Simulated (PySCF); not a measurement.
MoS2ClBr, SMILES [S]=[Mo](=[S])([Cl])[Br], multiplicity 1.

Coordinates come from a B3LYP-D3(BJ)/def2-SVP optimisation. The spin state was assumed, not searched. The structure was generated by enumeration; whether it is a known compound was not checked. The def2 effective core potentials stand for the cores of Mo; spin–orbit coupling is left out.

Level of theory: TDA-CAM-B3LYP/def2-SVPD in PySCF.

Vertical excitations. Gas-phase values at a fixed geometry. State labels are in the subgroup Cs.

```json
[
 {"state": "S1", "symmetry": "A'", "energy (eV)": "2.32", "λ (nm)": "534", "f": "0.002", "main pairs": "HOMO→LUMO+1 95 %"},
 {"state": "S2", "symmetry": "A\"", "energy (eV)": "2.43", "λ (nm)": "510", "f": "0.008", "main pairs": "HOMO→LUMO 90 %"},
 {"state": "S3", "symmetry": "A\"", "energy (eV)": "2.96", "λ (nm)": "418", "f": "0.000", "main pairs": "HOMO−1→LUMO 91 %"},
 {"state": "S4", "symmetry": "A\"", "energy (eV)": "3.14", "λ (nm)": "395", "f": "0.000", "main pairs": "HOMO→LUMO+2 89 %"},
 {"state": "S5", "symmetry": "A'", "energy (eV)": "3.17", "λ (nm)": "391", "f": "0.022", "main pairs": "HOMO−2→LUMO 86 %"},
 {"state": "S6", "symmetry": "A\"", "energy (eV)": "3.49", "λ (nm)": "355", "f": "0.001", "main pairs": "HOMO−2→LUMO+1 50 %, HOMO→LUMO+3 45 %"},
 {"state": "S7", "symmetry": "A'", "energy (eV)": "3.59", "λ (nm)": "345", "f": "0.006", "main pairs": "HOMO−1→LUMO+1 61 %, HOMO−3→LUMO 23 %, HOMO→LUMO+4 10 %"},
 {"state": "S8", "symmetry": "A\"", "energy (eV)": "3.99", "λ (nm)": "311", "f": "0.005", "main pairs": "HOMO−1→LUMO+2 59 %, HOMO−2→LUMO+1 17 %, HOMO→LUMO+3 13 %"},
 {"state": "S9", "symmetry": "A'", "energy (eV)": "4.03", "λ (nm)": "308", "f": "0.001", "main pairs": "HOMO−3→LUMO 39 %, HOMO−2→LUMO+2 26 %, HOMO→LUMO+4 23 %"},
 {"state": "S10", "symmetry": "A'", "energy (eV)": "4.07", "λ (nm)": "305", "f": "0.006", "main pairs": "HOMO→LUMO+4 57 %, HOMO−2→LUMO+2 26 %, HOMO−1→LUMO+1 11 %"},
 {"state": "T1", "symmetry": "A\"", "energy (eV)": "1.91", "λ (nm)": "650", "f": "0", "main pairs": "HOMO→LUMO 91 %"},
 {"state": "T2", "symmetry": "A'", "energy (eV)": "2.01", "λ (nm)": "617", "f": "0", "main pairs": "HOMO→LUMO+1 95 %"},
 {"state": "T3", "symmetry": "A'", "energy (eV)": "2.50", "λ (nm)": "497", "f": "0", "main pairs": "HOMO−1→LUMO+1 68 %, HOMO−2→LUMO+2 13 %"},
 {"state": "T4", "symmetry": "A\"", "energy (eV)": "2.63", "λ (nm)": "471", "f": "0", "main pairs": "HOMO−2→LUMO+1 61 %, HOMO−1→LUMO+2 13 %"}
]
```
Triplets are in the Tamm–Dancoff approximation.
